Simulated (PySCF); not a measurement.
**Structure from 2D NMR**

Compound of formula C6H5F3Si. Correlations simulated from computed shifts and the bond graph:

HSQC (one-bond C–H):
```csv
δH,δC
7.60,174.0
2.09,20.4
```

COSY cross peaks (H two or three bonds apart, from the bond graph; peaks can be absent where the dihedral angle is near 90°):
```csv
δH,δH
7.60,2.09
5.14,2.09
```

HMBC (two and three bonds, from the bond graph):
```csv
δH,δC
7.60,"131.2, 91.4, 20.4"
5.14,"174.0, 131.2, 91.4, 20.4"
2.09,"174.0, 131.2"
```

Carbons without hydrogens: δ 131.2, 125.5, 91.4, 87.1.

Non-relativistic Hamiltonian, equivalent nuclei averaged, single conformer, no solvent model. Shielding tensors at PBE0/pcSseg-1 (GIAO); geometry from GFN2-xTB; PySCF.

Chemical shifts δ = σref − σ; $^{1}$H (σref 31.72), $^{13}$C (σref 186.93) vs TMS, all at this level.

Exchangeable hydrogens are left out of these lists.

Q: Assemble the structure.

A: `FC(F)(F)C#CC1=CC[SiH2]1`.

Mapped SMILES: `[F:1][C:2]([F:3])([F:4])[C:5]#[C:6][C:7]1=[CH:8][CH2:9][SiH2:10]1`. Each H is labelled by its parent atom.

1. δC 174.0 is C8, an alkene CH (δH 7.60).
2. δC 131.2 is C7, a fully substituted alkene carbon.
3. δC 125.5 is C2, a CF3 carbon.
4. δC 91.4 is C6, an alkyne carbon.
5. δC 87.1 is C5, an alkyne carbon.
6. δC 20.4 is C9, an allylic sp3 CH2 bonded to Si (δH 2.09).
7. HMBC from δH 7.60 reaches the proton-free carbons C7, C6.
8. HMBC from δH 5.14 reaches the proton-free carbons C7, C6.
9. HMBC from δH 2.09 reaches the proton-free carbon C7.
10. COSY links 7.60–2.09, 5.14–2.09.

This is the structure that produced the data.

Shifts are as computed. Against solution values, carbons near 30 ppm lie about +3 ppm off and those near 130 ppm about +5 ppm. Of 1309 compounds with measured shifts, 239 miss one by over three times the rms of a fit or turn the order of signals round; such compounds aren't used in these exercises.
